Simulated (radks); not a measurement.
Eu45+, 18 electrons, occupied as [Ar].

Calculated with a radial shooting solver on a logarithmic mesh with Libxc functionals: non-relativistic Kohn-Sham, LDA (Slater exchange, Perdew-Wang correlation), spin-unpolarised, spherical densities, point nucleus; relativity is left out, which matters for an element this heavy.

Energy parts (hartree):
part                       energy
total                  -8618.8859
kinetic                 8617.1541
electron-nucleus      -18262.2774
Hartree                 1155.3235
exchange-correlation    -129.0861

Orbitals (lengths in bohr, moments of r in powers of bohr; r(max) is where P^2 peaks):
orbital	occ.	eigenvalue (hartree)	r(max)	<r>
1s	2	-1775.088	0.01598	0.02410
2s	2	-364.8757	0.08717	0.1016
2p	6	-352.9045	0.06785	0.08613
3s	2	-142.0337	0.2317	0.2444
3p	6	-137.4320	0.2177	0.2319
3d	0	-130.1288	0.1696	0.2008
4s	0	-74.61043	0.4602	0.4564

The highest occupied level is 3p at -3739.7 eV. Summed over all electrons, <r^2> = 0.5867 bohr^2, which gives a Langevin (diamagnetic) susceptibility term of -0.465 x 10^-6 cm^3/mol. The density falls to 0.001 e/bohr^3 at r = 0.70 bohr. Virial ratio -V/T = 2.00020. The electron density at the nucleus is 1.778e+05 e/bohr^3. For comparison, the ionisation energy in NIST's Atomic Spectra Database is 3823 eV (theoretical). In exact Kohn-Sham theory the highest level is minus the ionisation energy, but local and semilocal functionals leave it too shallow, through self-interaction and a potential that decays too fast; potentials with the right tail come closer.
